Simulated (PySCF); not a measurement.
An isoelectronic set: 42 electrons

PBE0 in PySCF with def2-SVPD on every atom (core potentials on Rb, Sr), for the lowest determinant that a PBE0 search found; no spin–orbit coupling. All have 42 electrons, 4 of them in the valence shells, and the same state, a singlet (closed shell). For ions De leads to the atom and ion picked by measured ionisation energies and electron affinities.

```tsv
species	difference of nuclear charges	Re (Å)	ωe (cm⁻¹)	k (mdyn/Å)	De (eV)	dissociates to
NaZn⁻	19	3.456	74.7	0.0556	0.30	Na⁻ + Zn
RbBe⁻	33	3.982	95.9	0.0441	0.32	Rb⁻ + Be
SrLi⁻	35	3.941	138	0.0726	0.59	Sr + Li⁻
MgZn	18	3.253	93.3	0.0894	0.18	Mg + Zn
MgGa⁺	19	3.121	155	0.251	1.05	Mg + Ga⁺
```

Which member of the whole set has the stiffest bond, and how does it compare with the softest?

MgGa⁺ with k = 0.251 mdyn/Å, 5.7 times that of RbBe⁻.

Closed-shell solutions of metal pairs were not tested for spin polarisation, which can lower them a little. Weak bonds: MgZn, NaZn⁻, RbBe⁻. Basis-set superposition, not corrected here, can be much of De in a small basis, most of all at correlated wavefunction levels. For an ion De counts to the pair picked by the measured ionisation energies or electron affinities, which need not be the lowest pair at this level. The highest Kohn–Sham level is positive in some of these anions. Much of that is self-interaction error, but it also means that the finite basis helps to hold the extra electron.
